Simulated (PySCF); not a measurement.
Predicted microwave data (PBE0/def2-SVPD in PySCF (dipole) on a GFN2-xTB geometry, gas phase) for one isomer of C5H6ClN:

- Rotational constants: A = 5373, B = 1138, C = 1103 MHz
- Dipole components: |μa| = 1.68 D, |μb| = 3.75 D, |μc| = 0.00 D
- Inertial defect: -80.03 u·Å²
- κ: -0.98

Problem. Which candidate fits, each taken in the one conformer that was computed?
A. `[CH3:1][C@@H:2]([Cl:3])/[CH:4]=[CH:5]\[C:6]#[N:7]` with C1–C2–C4–C5 127°
B. `[N:1]#[C:2][C@H:3]1[CH2:4][C@@H:5]([Cl:6])[CH2:7]1` with C2–C3–C4–C5 131°, C3–C4–C5–Cl6 -132°, C4–C5–C7–C3 13°, C2–C3–C7–C5 -131°
C. `[CH3:1][CH2:2]/[C:3]([Cl:4])=[CH:5]\[C:6]#[N:7]` with C1–C2–C3–Cl4 70°
D. `[N:1]#[C:2][CH2:3]/[CH:4]=[CH:5]/[CH2:6][Cl:7]` with C2–C3–C4–C5 116°, C4–C5–C6–Cl7 -111°

Solution. B. It is N#C[C@H]1C[C@@H](Cl)C1, a near-prolate asymmetric top, point group Cs. The candidates at the same level (rigid rotor, commonest isotopes):

```tsv
SMILES	A (MHz)	B (MHz)	C (MHz)	μa (D)	μb (D)	μc (D)	Δ (u·Å²)	point group	rotor
CC/C(Cl)=C\C#N	3280	1441	1058	3.08	0.40	0.07	-27.03	C1	asymmetric top
N#CC/C=C/CCl	10612	680.0	657.6	1.62	1.11	0.20	-22.29	C1	near-prolate asymmetric top
C[C@@H](Cl)/C=C\C#N	3570	1221	1127	1.62	2.82	2.16	-107.06	C1	near-prolate asymmetric top
N#C[C@H]1C[C@@H](Cl)C1	5373	1138	1103	1.68	3.75	0.00	-80.03	Cs	near-prolate asymmetric top
```

`C[C@@H](Cl)/C=C\C#N` has A 34 % too low; `CC/C(Cl)=C\C#N` has A 39 % too low; `N#CC/C=C/CCl` has A 98 % too high. In the right answer the mirror of this Cs structure is the ab plane, so μc vanishes by symmetry (the 0.01 D computed is a residue). No structure here is proved a minimum.
